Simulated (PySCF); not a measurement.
2-methyl-1,3,2-dioxaborolane (C₃H₇BO₂), SMILES CB1OCCO1.

Geometry optimised at PBE0-D3(BJ)/def2-SVP. The values are those of a single conformer.

Two levels are set side by side: PBE/def2-TZVP (PySCF) and PBE0/def2-TZVP (PySCF). Same geometry, gas phase. Differences are taken from unrounded values.

| quantity | PBE0 |
|---|---|
| orbital gap (eV) | 8.74 |
| highest occupied level (eV) | -7.89 |
| lowest empty level (eV) | 0.85 |
| dipole moment (D) | 1.56 |
| mean polarisability (bohr³) | 53.1 |

What does PBE give, and how far is it from PBE0? (The exact figures need the calculation; the answer reports its results.)


| quantity | PBE | PBE minus PBE0 |
|---|---|---|
| orbital gap (eV) | 6.43 | -2.30 |
| highest occupied level (eV) | -6.38 | 1.51 |
| lowest empty level (eV) | 0.06 | -0.79 |
| dipole moment (D) | 1.52 | -0.04 |
| mean polarisability (bohr³) | 55.4 | 2.3 |

Without exact exchange PBE keeps part of each electron's self-repulsion, which lifts occupied levels and narrows the gap. PBE's more diffuse valence density responds more strongly to a field. Differences between two approximate levels are no errors against the true value.

Rough cost on one machine, each run with all the roots and properties that it gave: PBE0 against PBE within a factor of 2.
